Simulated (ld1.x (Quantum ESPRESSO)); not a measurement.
# As (Z = 33) PAW: all-electron and pseudo phase curves

```
Element                 : As (Z = 33)
Generator               : ld1.x (Quantum ESPRESSO) 7.5
Type                    : PAW
Functional              : PBE
Relativity              : scalar-relativistic
Frozen core             : [Ne] 3s2
Valence charge          : 21
Reference configuration : 3p6 3d10 4s2 4p2 (charge +1)
Partial waves           : 4s (bound): rcut 1.55, rcutus 1.85 bohr; 4s channel at -0.85 Ry: rcut 1.55, rcutus 1.85 bohr; 3p (bound): rcut 0.85, rcutus 1.10 bohr; 4p (bound): rcut 0.85, rcutus 1.10 bohr; 3d (bound): rcut 0.85, rcutus 1.10 bohr; 3d channel at 0.7 Ry: rcut 0.85, rcutus 1.10 bohr
Local potential         : all-electron potential smoothed inside 0.95 bohr (lloc = -2)
Core correction         : Bessel-smoothed model core inside 0.85 bohr
Augmentation charge     : GAUSS, radius 0.75 bohr
```

The phase is arctan(r·u′/u) with u = r·R(r), unwrapped; energies in Ry, scanned from -13 to 5 Ry. A pole is an energy at which the radial function vanishes at the test radius. The pseudo phase is shifted by a multiple of π to meet the all-electron one at the reference energy, and phase errors are pseudo minus all-electron; the curves can meet again beyond the range given. Levels narrower than the energy grid can be missing from the lists of poles. n/a: not evaluated, since a narrow level or a reset projector energy made the automatic matching unsafe.

| channel | radius (bohr) | reference energy (Ry) | poles, all-electron | poles, pseudo | unbroken range about the reference energy with phases within 0.05 rad | phase error 1 Ry above the reference energy (rad) |
| --- | --- | --- | --- | --- | --- | --- |
| s | 2.01 | -1.72 | 0.72 | 0.71, 1.37 | below 1.3 | -0.000 |
| p | 2.01 | -0.98 | 2.30 | 2.29 | n/a | n/a |
| d | 2.01 | -3.70 | -3.64, 4.98 | -3.64, 4.98 | the whole range | +0.000 |

Phases in the p channel:

```csv
E (Ry),all-electron,pseudo
-13.00,1.421,1.421
-12.52,1.417,1.417
-12.04,1.413,1.413
-11.56,1.408,1.408
-11.08,1.402,1.402
-10.60,1.342,1.342
-10.12,-1.737,-1.737
-9.64,-1.746,-1.746
-9.16,-1.753,-1.753
-8.68,-1.760,-1.760
-8.20,-1.767,-1.767
-7.72,-1.775,-1.775
-7.24,-1.784,-1.784
-6.76,-1.795,-1.795
-6.28,-1.807,-1.807
-5.80,-1.821,-1.821
-5.32,-1.838,-1.838
-4.84,-1.859,-1.859
-4.36,-1.884,-1.884
-3.88,-1.917,-1.917
-3.40,-1.962,-1.962
-2.92,-2.026,-2.026
-2.44,-2.125,-2.125
-1.96,-2.297,-2.297
-1.48,-2.636,-2.636
-1.00,-3.276,-3.276
-0.52,-3.926,-3.926
-0.04,-4.275,-4.275
0.44,-4.453,-4.453
0.92,-4.557,-4.558
1.40,-4.627,-4.627
1.88,-4.677,-4.677
2.36,-4.717,-4.717
2.84,-4.751,-4.752
3.32,-4.782,-4.783
3.80,-4.812,-4.813
4.28,-4.843,-4.844
4.76,-4.876,-4.878
```
